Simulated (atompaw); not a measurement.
# Which change was made? (Ti, PAW (atompaw))

titanium (Ti), PAW, made with atompaw 4.2.0.5 (PBE, scalar-relativistic). Core [Ar], reference 3d2 4s1 4p0 (charge +1). Waves: 4s (bound): rc 3.00 bohr; 4s channel at 0.75 Ry: rc 3.00 bohr; 4p (bound, empty): rc 3.00 bohr; 4p channel at 1.6 Ry: rc 3.00 bohr; 3d (bound): rc 2.35 bohr; 3d channel at 0.95 Ry: rc 3.00 bohr. Local part: troulliermartins scheme with l = 3 at -0.5 Ry, radius 2.95 bohr. Core correction: smooth core density matched at 2.30 bohr. Augmentation charge: besselshape compensation charge, radius 2.90 bohr; PAW radius 3.00 bohr; waves and projectors: custom polynom gramschmidtortho.

Cutoffs, loose and tight: the cutoffs (Ry, on a coarse ladder) from which the occupation-weighted sum of valence levels, in a spherical-Bessel basis at the reference potential, stays within 10 and 1 mRy of its value at 400 Ry. They see the waves, projectors and local potential, not the compensation charge or the core.

The base gives: outcome: generated; cutoff, loose: 15 Ry; cutoff, tight: 30 Ry; bound ghosts: s.

Task: After one change the result is: outcome: generated; cutoff, loose: 10 Ry; cutoff, tight: 15 Ry; bound ghosts: s. Which change was it?
A. wave 3d (bound): rc 2.35 bohr becomes 3d (bound): rc 3.00 bohr
B. wave 3d (bound): rc 2.35 bohr becomes 3d (bound): rc 2.52 bohr
C. core [Ne], valence charge 12; reference 3s2 3p6 3d2 4s1.5 4p0.5; waves now 3s (bound): rc 1.40 bohr; 4s (bound): rc 2.05 bohr; 3p (bound): rc 1.85 bohr; 4p (bound): rc 2.05 bohr; 3d (bound): rc 2.05 bohr; 3d channel at 0.65 Ry: rc 1.60 bohr; local potential troulliermartins scheme with l = 3 at -0.5 Ry, radius 1.90 bohr; core correction smooth core density matched at 1.40 bohr; augmentation besselshape compensation charge, radius 1.55 bohr; PAW radius 2.05 bohr; waves and projectors: custom polynom gramschmidtortho

Result: A. The others give: wave 3d (bound): rc 2.35 bohr becomes 3d (bound): rc 2.52 bohr → outcome: generated; cutoff, loose: 12 Ry; cutoff, tight: 25 Ry; bound ghosts: s | core [Ne], valence charge 12; reference 3s2 3p6 3d2 4s1.5 4p0.5; waves now 3s (bound): rc 1.40 bohr; 4s (bound): rc 2.05 bohr; 3p (bound): rc 1.85 bohr; 4p (bound): rc 2.05 bohr; 3d (bound): rc 2.05 bohr; 3d channel at 0.65 Ry: rc 1.60 bohr; local potential troulliermartins scheme with l = 3 at -0.5 Ry, radius 1.90 bohr; core correction smooth core density matched at 1.40 bohr; augmentation besselshape compensation charge, radius 1.55 bohr; PAW radius 2.05 bohr; waves and projectors: custom polynom gramschmidtortho → outcome: generated; cutoff, loose: 30 Ry; cutoff, tight: 45 Ry; bound ghosts: none.
